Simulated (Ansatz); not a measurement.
Relaxation of C2H11GePSi (16 atoms, charge 0, multiplicity 1), to a largest force component of 0.015 eV/Å in at most 40 steps.

All numbers below come from RHF/def2-SVP in Ansatz 0.2.0.

```xyz
16
Properties=species:S:1:pos:R:3:forces:R:3
C -1.509 0.974 0.696 -2.92 3.22 -0.68
C -0.086 1.396 0.739 1.30 0.82 1.99
Si 0.988 -0.030 0.219 1.72 1.09 0.25
P 0.793 -1.740 1.583 -2.02 -1.11 0.40
Ge 0.559 -0.677 -1.960 -0.40 0.17 -0.60
H -2.174 1.908 0.983 1.06 -2.11 -0.46
H -1.743 0.185 1.387 -0.22 -0.51 0.12
H -1.806 0.740 -0.353 -0.02 -0.25 0.94
H 0.187 1.722 1.815 -0.26 -0.46 -1.81
H 0.108 2.253 0.079 -0.07 -0.16 0.21
H 2.413 0.400 0.335 0.01 -0.07 -0.11
H -0.535 -2.112 1.008 1.19 0.28 0.82
H 1.445 -2.632 0.743 0.51 -0.39 -0.26
H 1.500 -1.794 -2.342 0.22 -0.36 -0.28
H 0.736 0.532 -2.880 -0.01 0.00 -0.27
H -0.897 -1.147 -2.006 -0.07 -0.15 -0.25
```

Problem. Where does it end, and by what steps?

Solution. It converged. After 10 steps the energy has fallen by 0.651 eV; H13 moved furthest, 0.31 Å.

```csv
step,energy less start (eV),largest force component (eV/Å),accepted
0,0.0000,3.220,yes
1,-0.5721,0.736,yes
2,-0.6252,0.392,yes
3,-0.6452,0.082,yes
4,-0.6467,0.032,yes
5,-0.6492,0.022,yes
6,-0.6466,0.236,no
7,-0.6502,0.023,yes
8,-0.6503,0.072,yes
9,-0.6505,0.051,yes
10,-0.6507,0.015,yes
```

```xyz
16
Properties=species:S:1:pos:R:3
C -1.619 1.135 0.762
C -0.110 1.396 0.762
Si 0.993 -0.049 0.206
P 0.728 -1.803 1.655
Ge 0.594 -0.683 -2.094
H -2.170 2.018 1.094
H -1.887 0.316 1.433
H -1.987 0.878 -0.234
H 0.219 1.680 1.766
H 0.122 2.251 0.118
H 2.416 0.360 0.328
H -0.452 -2.334 1.084
H 1.611 -2.690 0.997
H 1.596 -1.766 -2.524
H 0.746 0.519 -3.043
H -0.825 -1.250 -2.266
```

Whether the end is a true minimum wasn't checked by a vibrational analysis.

Time of the run: 42 s on 2 threads of Intel(R) Xeon(R) Platinum 8488C (Sapphire Rapids) (shared host), peak memory 0.48 GiB.
